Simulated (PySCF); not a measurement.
`InChI=1S/C8H15N/c1-7(2)6-8(3)9(4)5/h1-5H3`

Geometry:
| atom | x (Å) | y (Å) | z (Å) |
| --- | --- | --- | --- |
| C1 | 2.599 | -2.019 | -0.716 |
| C2 | 2.065 | -0.730 | -0.148 |
| C3 | 3.084 | 0.360 | 0.068 |
| C4 | 0.790 | -0.562 | 0.133 |
| C5 | -0.464 | -0.317 | 0.484 |
| C6 | -0.949 | -0.675 | 1.865 |
| N7 | -1.379 | 0.325 | -0.365 |
| C8 | -0.871 | 0.711 | -1.654 |
| C9 | -2.735 | -0.165 | -0.387 |
| H10 | 3.369 | -2.449 | -0.052 |
| H11 | 1.802 | -2.762 | -0.852 |
| H12 | 3.085 | -1.844 | -1.691 |
| H13 | 3.571 | 0.632 | -0.885 |
| H14 | 2.629 | 1.263 | 0.496 |
| H15 | 3.885 | 0.018 | 0.745 |
| H16 | -1.452 | 0.188 | 2.331 |
| H17 | -0.101 | -0.970 | 2.494 |
| H18 | -1.663 | -1.514 | 1.848 |
| H19 | 0.065 | 1.274 | -1.531 |
| H20 | -0.653 | -0.156 | -2.314 |
| H21 | -1.605 | 1.356 | -2.160 |
| H22 | -3.374 | 0.557 | -0.919 |
| H23 | -2.839 | -1.148 | -0.894 |
| H24 | -3.134 | -0.265 | 0.631 |

Computed, not measured: TDDFT CAM-B3LYP/def2-SVPD circular dichroism and optical rotation, one conformer, gas phase in PySCF. Geometry: PBE0-D3(BJ)/def2-SVP.

States above about 6.7 eV (minus the energy of the highest occupied orbital) lie near or above the ionisation threshold and depend on the basis. No stereocentre is labelled: unless the shape is locked (an allene, a helicene, a hindered biaryl), the mirror image is equally populated and a measured rotation or CD is zero.

Question: Give the optical rotatory dispersion at 633, 589.3, 546, 436, 405, 365, 355 nm.

Answer: [α] in deg dm⁻¹ (g/mL)⁻¹:
```tsv
λ (nm)	origin-invariant length gauge	modified velocity gauge	length gauge (centre of mass)	isotropic polarisability (au)
633	+367.8	+354.4	+368.2	119.4
589.3	+433.7	+417.6	+434.2	120.0
546	+519.0	+499.4	+519.6	120.8
436	+908.7	+870.9	+909.6	124.4
405	+1105.6	+1057.4	+1106.7	126.1
365	+1475.7	+1404.4	+1477.0	129.2
355	+1597.2	+1517.2	+1598.7	130.2
```

Question: And for the mirror image at 589.3 nm?

Answer: -433.7 deg dm⁻¹ (g/mL)⁻¹ (origin-invariant length gauge): the same size and the opposite sign.

Question: What is the molar rotation [Φ] = [α]·M/100 of the geometry above at 589.3 nm?

Answer: With M = 125.22 g/mol, +543.1 deg cm² dmol⁻¹ (origin-invariant length gauge).

The first excitation lies at 4.92 eV (252 nm) with R = -21.2 × 10⁻⁴⁰ esu² cm² (velocity form).
